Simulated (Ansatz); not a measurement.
Mulliken charges of C₂HF₃Si, SMILES `C#C[Si](F)(F)F` from B3LYP/def2-TZVPP in Ansatz (PBE0-D4/def2-TZVP geometry).

```json
{"atom": "C1", "x (Å)": "0.734", "y (Å)": "-1.708", "z (Å)": "0.682", "charge (e)": "0.071"}
{"atom": "C2", "x (Å)": "0.291", "y (Å)": "-0.671", "z (Å)": "0.261", "charge (e)": "-0.444"}
{"atom": "Si3", "x (Å)": "-0.369", "y (Å)": "0.874", "z (Å)": "-0.365", "charge (e)": "0.973"}
{"atom": "F4", "x (Å)": "-1.736", "y (Å)": "0.640", "z (Å)": "-1.099", "charge (e)": "-0.286"}
{"atom": "F5", "x (Å)": "0.627", "y (Å)": "1.532", "z (Å)": "-1.386", "charge (e)": "-0.286"}
{"atom": "F6", "x (Å)": "-0.611", "y (Å)": "1.892", "z (Å)": "0.806", "charge (e)": "-0.286"}
{"atom": "H7", "x (Å)": "1.126", "y (Å)": "-2.627", "z (Å)": "1.054", "charge (e)": "0.259"}
```

**Question.** By hand: the dipole of these point charges (1 e Å = 4.8032 D).

**Answer.** Σ q r = (0.347, -0.816, 0.331) e Å, of length 0.946 e Å = 4.54 D.

**Question.** How does the dipole of the full density compare? (Best estimate.)

**Answer.** Ansatz gave: (0.189, -0.443, 0.180) e Å, 2.47 D; the point charges give 1.84 times that, at 0° from its direction.

Point charges leave out the atoms' own dipoles, such as those of lone pairs, and Mulliken's split depends on the basis, so the two needn't agree.

B3LYP here is the variant with VWN-RPA as its local correlation; programs differ in this.
